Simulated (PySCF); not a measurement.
# C (carbon, neutral): LDA calculation

Configuration: [He] 2s2 2p1 3s1, high-spin 3P determinant (an excited configuration). All numbers are calculated (PySCF 2.14, the non-relativistic Hamiltonian (point nucleus), in aug-cc-pVQZ with one added diffuse shell each of s, p, d, f, g type (7s6p5d4f3g, 105 functions)).

| Quantity | Value |
| --- | --- |
| Total energy | -37.1819 hartree |
| One-electron energy | -48.7000 hartree |
| Hartree (Coulomb) energy | 16.0713 hartree |
| Exchange-correlation energy | -4.5532 hartree |
| Kinetic energy | 36.95588 hartree |
| ⟨S²⟩ | 2.0009 |
| ⟨L²⟩ | 2.009 |
| Sum of ⟨r⟩ | 10.60 bohr |
| Sum of ⟨r²⟩ | 44.12 bohr² |
| Traceless quadrupole moment −½Σ⟨3z² − r²⟩ along its main axis | -0.101 e·bohr² |
| Density at the nucleus (Gaussians lack the cusp) | 124 bohr⁻³ |
| Spin density at the nucleus | 0.199 bohr⁻³ |
| Langevin diamagnetic susceptibility | -34.9 ×10⁻⁶ cm³/mol |

```csv
shell,electrons,mean orbital energy (eV),"rms radius, mean of both spins (bohr)"
1s α,1,-280.04,0.317
1s β,1,-279.39,0.317
2s α,1,-20.665,1.63
2s β,1,-19.078,1.63
2p α,1,-12.385,1.70
3s α,1,-2.273,5.98
```

The outer electron is Rydberg-like, and this basis confines it to a smaller radius and binds it less than a complete one would.
